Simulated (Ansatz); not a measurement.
Conformers of `O[SiH2]C[SiH](O)O`, each relaxed with PBE0-D4/def2-TZVP in Ansatz. CBS adds the triple-zeta coupled-cluster correction to the MP2 limit.

Not all of them had a frequency check.

Conformer A:

```xyz
14

O    -0.706   -2.173   -0.904
Si   -0.715   -0.707   -1.644
C    -0.737    0.666   -0.367
Si    0.679    0.620    0.814
O     0.431    1.464    2.204
O     0.837   -0.973    1.228
H    -0.162   -2.192   -0.107
H     0.483   -0.513   -2.513
H    -1.926   -0.664   -2.500
H    -0.741    1.635   -0.879
H    -1.670    0.592    0.204
H     1.932    1.129    0.188
H     0.891    2.298    2.304
H     1.404   -1.181    1.972
```

Conformer B:

```xyz
14

O     0.310   -0.611   -1.970
Si    1.043    0.674   -1.202
C    -0.023    1.054    0.263
Si   -0.475   -0.419    1.319
O    -2.077   -0.222    1.644
O    -0.152   -1.839    0.568
H     0.653   -0.875   -2.825
H     1.143    1.817   -2.152
H     2.424    0.303   -0.788
H    -0.956    1.508   -0.087
H     0.484    1.801    0.884
H     0.294   -0.472    2.587
H    -2.504   -0.910    2.157
H    -0.165   -1.808   -0.397
```

Question: Which is lowest in electronic energy at CCSD(T)/CBS (frozen core, def2 sets), and by how much? (Best estimate.)

Answer: Ansatz gave: A; B lies 0.4 kJ/mol higher. Gaps under about 2 kJ/mol don't settle the order.

Question: Give the energies relative to A (kJ/mol) with B3LYP-D4/def2-TZVPP, HF/def2-TZVPP, SCS-MP2/def2-TZVPP, CCSD/def2-TZVPP, SCS-MP2/def2-QZVPP, MP2/CBS(def2), CCSD/CBS(def2). (Best estimate.)

Answer: Computed: 
| level | B |
| --- | --- |
| B3LYP-D4/def2-TZVPP | -0.3 |
| HF/def2-TZVPP | 1.8 |
| SCS-MP2/def2-TZVPP | 0.2 |
| CCSD/def2-TZVPP | 0.3 |
| SCS-MP2/def2-QZVPP | 0.5 |
| MP2/CBS(def2) | 0.3 |
| CCSD/CBS(def2) | 0.7 |

B3LYP here is the variant with VWN-RPA as its local correlation; programs differ in this.
